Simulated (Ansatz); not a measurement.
`[F][Hf]([F])([Cl])[Cl]` + `C=Cc1ccccc1` → `[F][Hf]([F])([Cl])[c]1ccccc1` + `C=CCl`  (formal exchange of groups at the Hf–Cl bond)

Gas-phase electronic energies from Ansatz, PBE0-D4/def2-TZVP geometries. CBS: MP2 limit from def2 TZ/QZ plus the TZ coupled-cluster correction, frozen cores. This one scheme is used for every species. DFT in def2-TZVPP. def2 core potentials past Kr. For Hf outer-core shells are correlated without core-valence functions, which leaves a few kJ/mol of doubt a bond. Each species was taken in one conformer, which may not be the lowest.

```json
{"level": "revPBE-D4", "ΔE (kJ/mol)": "230.7"}
{"level": "r2SCAN-D4", "ΔE (kJ/mol)": "241.7"}
{"level": "PBE0-D4", "ΔE (kJ/mol)": "237.1"}
{"level": "SCS-MP2/def2-QZVPP", "ΔE (kJ/mol)": "234.5"}
```

Problem. What does CCSD(T)/CBS give? (Estimate.)

Solution. The calculation gave: +234.2 kJ/mol. The listed levels differ from it by -3.5, 7.5, 2.9, 0.3 kJ/mol.

Largest T1 diagnostic among the species: 0.015.

From BLYP to BHLYP (50 % exact exchange), in def2-TZVPP and without D4, ΔE moves by +15.8 kJ/mol. Leaving LDA and LC-ωPBE aside and taking each functional with its dispersion term where it has one, the values, not all of them listed here, spread over 19.4 kJ/mol, from PBE-D4 to B97M-V. LDA lies +8.6 kJ/mol from PBE without D4. In def2-TZVPP, CCSD(T) changes the Hartree–Fock value by −21.1 kJ/mol (the triples alone add −1.9 kJ/mol) and MP2 by −17.0 kJ/mol.
